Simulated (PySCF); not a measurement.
```xyz
5
charge 0 multiplicity 1, angstrom
W     0.0000   -0.2259   -0.1597
N     0.0000   -1.5962   -1.1287
Br    2.0310   -0.4076    1.1479
Br   -2.0310   -0.4076    1.1479
Br    0.0000    1.6234   -1.7243
```

All numbers come from PBE in PySCF with W def2-SVP with ECP60, N def2-SVP, Br def2-SVP; scalar-relativistic core potentials, no spin–orbit coupling; density-fitted integrals.

This geometry of WNBr3 is a stationary point at this level.

Problem. What is the point group?

Solution. C3v.

Problem. Is it a minimum?

Solution. Yes: all harmonic wavenumbers are real.

Problem. Which band is strongest in the infrared?

Solution. 299 cm⁻¹ (e), 65 km/mol.

Problem. Give the atomic charges and bond orders.

Solution. 
| atom | Mulliken | Löwdin | polar tensor | Mayer order to W1 |
| --- | --- | --- | --- | --- |
| W1 | 0.59 | -0.60 | 1.35 | – |
| N2 | -0.16 | -0.01 | -0.38 | 2.78 |
| Br3,4,5 | -0.14 | 0.20 | -0.32 | 1.19 |

Only a few start shapes were tried, so a lower isomer may exist. Spin–orbit coupling, left out here, can matter for elements this heavy.
